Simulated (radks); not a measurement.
The numbers below are computed, except where a source is named.
Question: These are the eigenvalues of the occupied orbitals of an atom or ion with whole-number occupations (Ry). Code: a radial shooting solver on a logarithmic mesh with Libxc functionals. Model: Dirac Kohn-Sham, BLYP, spin-unpolarised, spherical densities, finite nucleus; Fermi nuclear charge, rms radius of each element as measured or else 0.836 A^(1/3) + 0.57 fm.

1s1/2: -394.6082
2s1/2: -44.45533
2p1/2: -37.51424
2p3/2: -36.99139
3s1/2: -5.36653
3p1/2: -3.50052
3p3/2: -3.44046
3d3/2: -0.66443

Which element is it, and in what charge state? The configuration may be excited. Open shells, if any, fill j = l - 1/2 first.

Answer: Z = 23, vanadium, charge +1: V+ in [Ar] 3d4. The list shows which subshells hold electrons but not how many an open one holds; the 1s level, -197.3 hartree, gives Z - s = 19.9 by -(Z - s)^2/2, which with screening and relativity narrows Z to a few neighbours, and the depths of the outer levels then fix element, charge and occupations together.
